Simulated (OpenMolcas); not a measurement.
## Ru4+: ligand-field states by method

Ru4+ with 4 ligands (water) in square-planar coordination (D2h) at 1.85 Å. Ligand basis ANO-RCC-VDZP.
```
Ru    0.0000    0.0000    0.0000
O     1.8500    0.0000    0.0000
H     2.4270    0.7797    0.0000
H     2.4270   -0.7797    0.0000
O     0.0000    1.8500    0.0000
H     0.0000    2.4270    0.7797
H     0.0000    2.4270   -0.7797
O    -1.8500    0.0000    0.0000
H    -2.4270    0.7797    0.0000
H    -2.4270   -0.7797    0.0000
O     0.0000   -1.8500    0.0000
H     0.0000   -2.4270    0.7797
H     0.0000   -2.4270   -0.7797
```

```
Program             : OpenMolcas
Basis               : ANO-RCC-VTZP [7s6p4d2f1g]
Scalar Hamiltonian  : DKH2, point nucleus
Active space        : 4 electrons in 5 orbitals (4d)
State averaging     : 2S+1 = 5 even, 5 roots; 2S+1 = 3 even, 45 roots; 2S+1 = 1 even, 50 roots
Spin-orbit coupling : state interaction with AMFI integrals over the reference wave functions
```

I. CASSCF
II. SS-CASPT2, IPEA 0.25 Eh, imaginary shift 0.1 Eh (closed shells correlated: 4s 4p and the ligand valence shells)

Spin-free states in cm-1, each column counted from its own energy of the first state listed:

```
   State  Degeneracy      I     II
2S+1 = 5           1      0      0
2S+1 = 3           1  13486   9760
2S+1 = 3           1  14615   1950
2S+1 = 3           1  16756   5950
2S+1 = 3           1  17152  12130
2S+1 = 3           1  18376   6520
2S+1 = 3           1  18934  13470
2S+1 = 3           1  20019  14510
2S+1 = 3           1  20088  11220
2S+1 = 1           1  20798  14470
2S+1 = 1           1  22844  11080
2S+1 = 1           1  22920   7100
2S+1 = 1           1  23084  14410
2S+1 = 3           1  23332  16280
2S+1 = 1           1  23948  12550
2S+1 = 1           1  24608  15540
2S+1 = 3           1  25830  24520
2S+1 = 3           1  27813  22150
2S+1 = 1           1  28585  12840
2S+1 = 1           1  28787  18300
```

From I to II, I's first state of another spin (2S+1 = 3) moves from 13486 to 9760 cm-1, by about -3700 cm-1. In II another state of that kind comes below it.

χT at 300 K: I 2.93, II 2.83 cm3 K/mol.

Over all roots computed the reference weight is 0.71 to 0.75 in II; a low but even weight reflects the number of correlated electrons. This shell can be high or low spin here, a state of another spin lies low, and with metal d orbitals alone active their balance is uncertain, so the ground spin may be wrong. The least metal-like active orbital is 71 % on the metal (Löwdin) and no ligand orbital is active, so the numbers are rough. Ligand-to-metal charge-transfer states are missing. With no ligand orbital active B as a rule stays too high, so bands that hang on it stand too high and its fall with covalency is understated. Without dynamic correlation the repulsion within the d shell is too large (B by tens of per cent), so at a given field states of lower spin stand too high (holds for I). With metal d orbitals alone the field can be off either way by tens of per cent (holds for I). No measured value stands beside these numbers; the geometry is a model, was not optimised and need not be the one that this ion takes.
